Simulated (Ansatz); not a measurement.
```yaml
crystal:
  periodic: [false, false, false]
  atoms:
    - {symbol: Cl, position_ang: [-0.708257, -0.185302, 2.101483]}
    - {symbol: Zr, position_ang: [0.027216, -0.017393, 0.057990]}
    - {symbol: Br, position_ang: [1.986588, -1.243784, -0.368942]}
    - {symbol: Br, position_ang: [-1.674720, -0.868529, -1.566267]}
    - {symbol: Br, position_ang: [0.385805, 2.395252, -0.338121]}
basis:
  gaussian: {orbitals: def2-TZVPP}
total_charge: 1
magnetization: {spin_polarized: true, initial_magnetization: 2}
hamiltonian: {xc: {name: BHLYP}}
output: {forces: true}
```

```sh
$ ansatz run in.yaml --threads 2 --pin off --events-out ev --progress --plain --max-ram 32768MiB --backend cpu
```

It prints (some lines left out):

```
Error: a molecule whose nuclei and cores have a total charge of 134 cannot have a net charge of 1 together with 2 unpaired electrons
```

(1) Something in this input is off. What?

Results:

(1) The number of unpaired electrons doesn't fit the electron count. The input was rejected before any iteration.
